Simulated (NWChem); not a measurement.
## Basis-set convergence for hydrogen selenide (H2Se)

```xyz
3

Se     0.0000     0.0000    -0.0580
H      1.0539     0.0000     0.9857
H     -1.0539     0.0000     0.9857
```
Charge 0, spin multiplicity 1.

Everything below was run with NWChem. Structure: optimised with PBE/def2-SVP, a minimum by its harmonic frequencies.

Quantity: LUMO energy at the level PBE.

The Hamiltonian is non-relativistic. The Pople sets run with spherical d functions.

In def2-QZVP the value is -0.99 eV. Among STO-3G, 3-21G, 6-31G*, pcseg-1, def2-SVP, def2-TZVP, cc-pVTZ, aug-cc-pVTZ, cc-pVQZ, which is the smallest basis within 0.1 eV of it?

def2-TZVP, with 60 functions against 135 (also within reach: cc-pVTZ, aug-cc-pVTZ, cc-pVQZ). def2-QZVP isn't the basis-set limit itself, and a small set can land close by cancellation.

```
basis        functions  LUMO energy (eV)
-----------  ---------  ----------------
STO-3G              20              3.81
3-21G               26             -0.41
6-31G*              36             -0.74
pcseg-1             37             -0.68
def2-SVP            42             -0.65
def2-TZVP           60             -0.93
cc-pVTZ             71             -0.93
aug-cc-pVTZ        105             -1.07
cc-pVQZ            128             -0.98
def2-QZVP          135             -0.99
```
